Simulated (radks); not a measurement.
Results of a calculation; reference values are marked as such.
Fractional charge and spin in the 5s shell of iodine: the spin-up occupation runs from 0 to 1 and the spin-down occupation from 0 to 1; the fullest corner is I, [Kr] 4d10 5p(up 2.5, down 2.5) 5s(up 1, down 1). Code: a radial shooting solver on a logarithmic mesh with Libxc functionals. Model: scalar-relativistic Kohn-Sham, r2SCAN, spin-polarised, spherical densities, finite nucleus; meta-GGA in the generalised Kohn-Sham scheme; Fermi nuclear charge, rms radius of each element as measured or else 0.836 A^(1/3) + 0.57 fm. Energy (eV) above the fullest corner. The planes named below are the two flat planes that join the four corners, with an edge along up + down = one added electron.

down \ up,0,0.25,0.5,0.75,1
0,55.363,46.194,37.635,29.680,22.322
0.25,46.194,37.733,29.870,22.599,15.913
0.5,37.635,29.870,22.692,16.093,10.063
0.75,29.680,22.599,16.093,10.151,4.763
1,22.322,15.913,10.063,4.763,0.000

Corners above the fullest one (they belong to I+ and the next ion): (up 1, down 0) 22.322 eV, (up 0, down 1) 22.322 eV, (up 0, down 0) 55.363 eV. With half an added electron in each spin the energy lies 0.369 eV from the planes, and with half an added electron in spin up alone -1.208 eV. The planes are only a guide here: the flat-plane condition holds for ground states with one frontier orbital, while this shell lies below other occupied shells, so the corners above the fullest one are inner-hole states and not the ground states of those ions.
